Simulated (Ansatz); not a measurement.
`OB(F)Br` + `COC(C)=O` → `COB(O)Br` + `CC(=O)F` at 500 K and 1 bar (formal exchange of groups at a B–F bond).

Program: Ansatz. Geometries: PBE0-D4/def2-TZVP. ΔE: electronic, gas phase. CCSD(T)/CBS is the MP2 limit (def2-TZVPP, def2-QZVPP) plus CCSD(T) − MP2 in def2-TZVPP, frozen cores. For Br outer-core shells are correlated without core-valence functions, which leaves a few kJ/mol of doubt a bond. Scalar relativity is left out up to krypton. Each species was taken in one conformer, which may not be the lowest.

```
   species  CCSD(T)/CBS energy (Eh)  H − E (kJ/mol)  S (J/(mol·K))
 `OB(F)Br`              -2773.83630            87.7          332.6
`COC(C)=O`               -268.11980           276.7          382.8
`COB(O)Br`              -2789.05740           206.0          395.9
 `CC(=O)F`               -252.88233           158.0          320.3
```

H − E and S are ideal-gas, rigid-rotor, harmonic terms from PBE0-D4/def2-TZVP, for one conformer and one mirror image of each species. 1 Eh = 2625.50 kJ/mol, R = 8.31446 J/(mol·K).

By hand: ΔE, ΔH, ΔS and ΔG.

ΔE = (-2789.05740) + (-252.88233) − (-2773.83630) − (-268.11980) = 0.01637 Eh = 43.0 kJ/mol. Δ(H − E) = 206.0 + 158.0 − 87.7 − 276.7 = -0.4, so ΔH = 42.6 kJ/mol. ΔS = 395.9 + 320.3 − 332.6 − 382.8 = 0.8 J/(mol·K). ΔG = 42.6 − 500 × (0.8)/1000 = 42.2 kJ/mol.

By hand: the equilibrium constant, and the temperature at which ΔG would vanish if ΔH and ΔS stayed fixed.

log₁₀ K = −ΔG/(RT ln 10) = -4.4. ΔG = 0 at ΔH/ΔS = 53250 K, far beyond where these terms or the molecules hold.

The number of gas molecules stays the same, so ΔS is small and ΔH decides. A doubt of 5 kJ/mol in ΔE shifts log₁₀ K by 0.5 here. Other conformers and mirror images would add mixing entropy, several J/(mol·K) or more a flexible species. Modes under 60 cm⁻¹, often nearly free rotors, make the harmonic entropy too high. These are equilibria of isolated gas molecules and say nothing of rates. Largest T1 diagnostic: 0.014 (customary marks: 0.02 for closed shells, 0.045 for open ones).
